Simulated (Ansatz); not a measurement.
Geometry optimisation, Ansatz 0.2.0, RKS B3LYP/def2-SVP.

The input (input.yaml):

```yaml
crystal:
  periodic: [false, false, false]
  atoms:
    - { symbol: "N", position_ang: [-1.5922, 0.7763, -0.5745] }
    - { symbol: Si, position_ang: [-0.9537, -0.7734, -0.1509] }
    - { symbol: Al, position_ang: [1.2324, -0.4883, 0.6025] }
    - { symbol: O, position_ang: [2.0756, 1.1996, 0.6789] }
    - { symbol: H, position_ang: [-1.0037, 1.2326, -1.3199] }
    - { symbol: H, position_ang: [-1.5743, 1.4386, 0.2635] }
    - { symbol: H, position_ang: [-0.9238, -1.6429, -1.3281] }
    - { symbol: H, position_ang: [-1.7229, -1.365, 0.9062] }
    - { symbol: H, position_ang: [2.1272, -1.7415, 1.11] }
    - { symbol: H, position_ang: [2.4186, 1.3127, -0.1847] }
basis:
  gaussian: { orbitals: def2-SVP }
hamiltonian:
  xc: b3lyp
relax:
  f_tol: 0.015
  max_steps: 40
output:
  orbitals: {}
```

Run as:

```bash
$ ansatz run input.yaml --threads 1 --pin off --max-ram 2048MiB --backend cpu --events-out ev --progress --plain --runs-dir out
```

Question: Where does it end, and by what steps?

Answer: The run converged. After 23 steps the energy has fallen by 0.860 eV; H10 moved furthest, 0.63 Å.

| step | energy less start (eV) | largest force component (eV/Å) | accepted |
| --- | --- | --- | --- |
| 0 | 0.0000 | 2.724 | yes |
| 1 | -0.5032 | 1.783 | yes |
| 2 | -0.6194 | 1.181 | yes |
| 3 | -0.7098 | 0.502 | yes |
| 4 | -0.7761 | 0.913 | yes |
| 5 | -0.7256 | 2.379 | no |
| 6 | -0.8087 | 0.509 | yes |
| 7 | -0.8373 | 0.517 | yes |
| 8 | -0.8497 | 0.291 | yes |
| 9 | -0.8546 | 0.201 | yes |
| 10 | -0.8558 | 0.018 | yes |
| 11 | -0.8565 | 0.039 | yes |
| 12 | -0.8571 | 0.062 | yes |
| 13 | -0.8577 | 0.064 | yes |
| 14 | -0.8581 | 0.104 | yes |
| 15 | -0.8587 | 0.108 | yes |
| 16 | -0.8593 | 0.086 | yes |
| 17 | -0.8597 | 0.084 | yes |
| 18 | -0.8600 | 0.081 | yes |
| 19 | -0.8601 | 0.068 | yes |
| 20 | -0.8602 | 0.054 | yes |
| 21 | -0.8602 | 0.026 | yes |
| 22 | -0.8603 | 0.028 | yes |
| 23 | -0.8603 | 0.011 | yes |

```xyz
10
Properties=species:S:1:pos:R:3
N -1.611 0.812 -0.653
Si -0.891 -0.702 -0.121
Al 1.486 -0.638 0.586
O 2.420 0.798 0.538
H -1.282 1.218 -1.525
H -1.742 1.548 0.036
H -1.045 -1.677 -1.250
H -1.732 -1.214 1.010
H 2.323 -1.875 1.126
H 2.158 1.679 0.256
```

Run time: 59 s on 1 thread of Intel(R) Xeon(R) 6975P-C (Granite Rapids) (shared host), peak memory 0.2 GiB.
